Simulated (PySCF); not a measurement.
Gas-phase equilibrium of 1 mol GeF4, 0.31 mol H2 at 2000 K and 0.00133 bar, among 16 species (GeH4, Ge2H6, F2, GeF2, GeF3, F, H, GeH3F, GeHF3, HF, H2, Ge3H8, GeH3, GeH2F2, GeH2, GeF4). Only gases are allowed; each row takes one source of thermochemistry for all species, and Cantera finds the minimum.

Method: PySCF energies plus ideal-gas RRHO corrections (1 bar). † marks an energy on the PBE0/def2-TZVP geometry and frequencies; other levels use their own. MP2 freezes the core. Open shells (unrestricted) among the columns below: GeF3 (multiplicity 2), F (multiplicity 2, electronic degeneracy 6), H (multiplicity 2); the rest are closed-shell singlets. Spin-orbit splitting is ignored; it lowers the true energy and changes the entropy of F. Ge: all electrons, no relativistic terms. GeF3: computed as isolated molecules; such fragments, hydroxides, amides, oligomers or adducts are transient or little studied in the gas. MP2 isn't extrapolated to the basis-set limit. The harmonic model lacks anharmonicity and excited electronic states, which grow with temperature; levels with a mode under 35 cm⁻¹ are left out.

Molecules larger than those listed are left out, and so are free Ge atoms, whose spin-orbit terms are large. Also missing: (HF)n, which can matter at low temperature or high pressure. Table species left out: H2F2, H3F3, H4F4.

With BLYP/def2-TZVP† thermochemistry: F 0.43, GeF4 0.027, HF 0.22, GeF2 0.32, GeF3 0.00074, F2 8.3e-6, H 9.3e-7.

Question: How far does the composition move with the other sources (M06-2X/def2-TZVP†, MP2/def2-TZVPP†, PBE0/def2-SVP†, PBE0/def2-TZVP)?

Answer: 
```json
[
 {"thermochemistry": "BLYP/def2-TZVP†", "x F": "0.43", "x GeF4": "0.027", "x HF": "0.22", "x GeF2": "0.32", "x GeF3": "0.00074", "x F2": "8.3e-6", "x H": "9.3e-7"},
 {"thermochemistry": "M06-2X/def2-TZVP†", "x F": "0.13", "x GeF4": "0.30", "x HF": "0.33", "x GeF2": "0.23", "x GeF3": "0.0021", "x F2": "2.3e-8", "x H": "5.7e-6"},
 {"thermochemistry": "MP2/def2-TZVPP†", "x F": "0.059", "x GeF4": "0.37", "x HF": "0.36", "x GeF2": "0.21", "x GeF3": "0.0013", "x F2": "2.0e-8", "x H": "4.5e-6"},
 {"thermochemistry": "PBE0/def2-SVP†", "x F": "0.38", "x GeF4": "0.070", "x HF": "0.24", "x GeF2": "0.31", "x GeF3": "0.0012", "x F2": "3.2e-7", "x H": "7.1e-6"},
 {"thermochemistry": "PBE0/def2-TZVP", "x F": "0.37", "x GeF4": "0.086", "x HF": "0.24", "x GeF2": "0.30", "x GeF3": "0.0014", "x F2": "2.4e-7", "x H": "3.1e-6"}
]
```
The most sensitive of these is F2: it spans a factor of 10^2.6 over these rows; at this temperature one factor of ten is RT ln 10 = 38 kJ/mol.
